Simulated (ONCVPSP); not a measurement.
# Logarithmic derivatives: F, ONCV

* Element: F (Z = 9)
* Generator: ONCVPSP 4.0.1
* Type: optimised norm-conserving Vanderbilt (ONCV)
* Functional: PBEsol
* Relativity: scalar-relativistic
* Frozen core: [He]
* Valence charge: 7
* Reference configuration: 2s1 2p6
* Partial waves: 2s: rc 0.65 bohr, ncon 5, nbas 8, qcut 12.1 1/bohr, local; 2p: rc 1.45 bohr, ncon 3, nbas 7, qcut 9.3 1/bohr, 2 projectors, debl 3.1 Ha
* Local potential: the s channel
* Core correction: Teter function, fcfact 2.5, rcfact 1.75

The phase is arctan(r·R′/R) of the radial function R(r), unwrapped; energies in Ha, scanned from -3 to 5 Ha. A pole is an energy at which the radial function vanishes at the test radius. The pseudo phase is shifted by a multiple of π to meet the all-electron one at the reference energy, and phase errors are pseudo minus all-electron; the curves can meet again beyond the range given. Levels narrower than the energy grid can be missing from the lists of poles.

| channel | radius (bohr) | reference energy (Ha) | poles, all-electron | poles, pseudo | unbroken range about the reference energy with phases within 0.05 rad | phase error 1 Ha above the reference energy (rad) |
| --- | --- | --- | --- | --- | --- | --- |
| s | 0.66 | -1.11 | none | none | the whole range | -0.001 |
| p | 1.47 | -0.42 | 0.26 | 0.26 | the whole range | +0.000 |

Phases in the p channel:

```
E (Ha)  all-electron  pseudo
 -2.98         1.151   1.151
 -2.54         1.086   1.086
 -2.10         0.984   0.984
 -1.66         0.795   0.795
 -1.22         0.360   0.361
 -0.78        -0.549  -0.549
 -0.34        -1.214  -1.214
  0.10        -1.502  -1.502
  0.54        -1.669  -1.669
  0.98        -1.807  -1.806
  1.42        -1.960  -1.959
  1.86        -2.181  -2.181
  2.30        -2.573  -2.573
  2.74        -3.227  -3.227
  3.18        -3.825  -3.824
  3.62        -4.152  -4.151
  4.06        -4.328  -4.327
  4.50        -4.436  -4.434
  4.94        -4.508  -4.505
```
